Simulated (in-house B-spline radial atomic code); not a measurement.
**Sm⁴⁺: [He] 2s1 2p6 3s2 3p6 3d10 4s2 4p6 4d10 4f5 5s2 5p6 (with a hole in an inner shell)**

Computed with a radial B-spline atomic code at the basis-set limit: Dirac-Hartree-Fock, average of configuration, Fermi nucleus of rms radius 5.0819 fm.

Effective charges: Z_r = [3n² - l(l+1)]/(2<r>) from the radius, Z_e = n√(-2ε) from the energy, and Slater's rules. Values are occupation-weighted means over j. An effective charge above Z reflects the relativistic contraction of the inner shells.

| shell | electrons | ε (eV) | <r> (bohr) | Z_r | Z_e | Slater |
| --- | --- | --- | --- | --- | --- | --- |
| 1s | 2 | -47382 | 0.02274 | 65.97 | 59.01 | 61.70 |
| 2s | 1 | -8017 | 0.09634 | 62.28 | 48.55 | 58.20 |
| 2p | 6 | -7174.2 | 0.08474 | 59.01 | 45.93 | 58.20 |
| 3s | 2 | -1859.9 | 0.251 | 53.79 | 35.08 | 51.60 |
| 3p | 6 | -1597.9 | 0.2487 | 50.26 | 32.51 | 51.60 |
| 3d | 10 | -1231.5 | 0.2262 | 46.43 | 28.54 | 41.85 |
| 4s | 2 | -435.18 | 0.5697 | 42.13 | 22.62 | 35.25 |
| 4p | 6 | -343.89 | 0.5991 | 38.39 | 20.11 | 35.25 |
| 4d | 10 | -208.71 | 0.649 | 32.36 | 15.67 | 23.85 |
| 5s | 2 | -99.341 | 1.348 | 27.81 | 13.51 | 13.00 |
| 5p | 6 | -72.413 | 1.514 | 24.11 | 11.53 | 13.00 |
| 4f | 5 | -65.949 | 0.7966 | 22.60 | 8.81 | 15.60 |

The least bound orbital is 4f7/2 at -65.64 eV, while the most diffuse is 5p3/2 (<r> = 1.536 bohr against 0.7995 bohr): energy order and size order differ. The part-filled 2s shell lies below the filled 5p shell in orbital energy.

Spin-orbit splittings of the orbital energies (j = l + 1/2 above j = l - 1/2 when positive): 2p 612.2 eV, 3p 128.9 eV, 3d 28.44 eV, 4p 29.01 eV, 4d 5.465 eV, 5p 4.663 eV, 4f 0.7193 eV.

For the 1s electron the small component carries 5.31 % of the norm, the zero-frequency Breit interaction raises the level by 132.8 eV, self-energy by 80.76 eV, and vacuum polarisation lowers it by 12.78 eV.
